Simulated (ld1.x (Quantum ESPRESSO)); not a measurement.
**PBE TM dataset for Si (Z = 14), scalar-relativistic all-electron reference.**

ld1.x (Quantum ESPRESSO) 7.5 input, shortened:

```
&input
   title='Si', zed=14., rel=1, dft='PBE', iswitch=3,
   config='[Ne] 3s2 3p1 3d-2'
 /
 &inputp
   pseudotype=2, tm=.true., lloc=2,
   nlcc=.true., new_core_ps=.true., rcore=1.35
 /
3
3S  1  0   2.00   0.00  1.75  1.75  0.0
3P  2  1   1.00   0.00  1.45  1.45  0.0
3D  3  2  -2.00   0.40  1.45  1.45  0.0
 &test
   configts(1)='3s2 3p1'
 /
```

(1) Estimate the cutoffs (Ry, on a coarse ladder) from which the occupation-weighted sum of valence levels, in a spherical-Bessel basis at the reference potential, stays within 10 and 1 mRy of its value at 400 Ry.

(2) Does the potential have ghost states?

(3) Which valence shell sets the plane-wave cutoff?

(4) Tests: 3s2 3p2; 3s2 3p0; 3s1 3p0; 3s0 3p4; 3s2 3p1.5; 3s1 3p3; 3s2 3p2.3. Which has the largest error in its energy relative to the reference configuration, and how large is it?

Answers

(1) 35 Ry and 55 Ry.

(2) No extra level below or beside the all-electron valence levels (s, p, d, f tested). The logarithmic derivative shows an extra or strongly shifted pseudo pole above the reference energy (s near -0.26 Ry).

(3) 3p: its level needs 50 Ry to come within 1 mRy, against 30 Ry for 3s.

(4) 3s1 3p0, with +136 meV (all-electron minus pseudo) on +49.96 eV.
